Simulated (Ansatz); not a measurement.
Ideal-gas functions of `SC1[SiH2]S1` at 298.15 K and 1 bar, from an Ansatz frequency run at PBE0-D4/def2-TZVP.

Molar mass 108.26 g/mol, point group C1 (symmetry number 1), electronic degeneracy 1, moments of inertia 84.459, 205.031, 266.482 u Å². Harmonic wavenumbers (cm⁻¹, unscaled): 189, 228, 299, 487, 540, 567, 585, 686, 711, 853, 915, 955, 1036, 1192, 2258, 2277, 2677, 3156.

Use S(trans) = R[1.5 ln M + 2.5 ln T − 1.1517]; rotational temperatures θ = 24.2544 K / I; S(rot) = R[ln(√π/σ · √(T³/θAθBθC)) + 1.5]; for each mode x = 1.438777 ν̃/T, S = R[x/(eˣ − 1) − ln(1 − e⁻ˣ)] and H = RT x/(eˣ − 1); 1 cm⁻¹ = 0.0119627 kJ/mol; R = 8.31446 J/(mol·K).

Question: By hand: the entropy, in J/(mol·K).

Answer: Translation 167.3. Rotation: θ = 0.2872, 0.1183, 0.091 K, giving 112.3. Vibration, mode by mode: 9.36, 7.93, 5.95, 2.89, 2.37, 2.13, 1.99, 1.35, 1.23, 0.70, 0.55, 0.47, 0.34, 0.18, 0.00, 0.00, 0.00, 0.00, in all 37.4. Electronic 0.0. Sum 317.0 J/(mol·K).

Question: By hand: H − E and G − E in kJ/mol, counted from the electronic energy.

Answer: Zero-point energy ½ × 19611 × 0.0119627 = 117.3; thermal vibration 7.2; translation, rotation and pV give 4 RT = 9.9. H − E = 134.4 kJ/mol, and G − E = 134.4 − 298.15 × 317.0/1000 = 39.9 kJ/mol.

Vibration gives 12 % of the entropy. The sum counts one conformer and one mirror image; others add a mixing term.
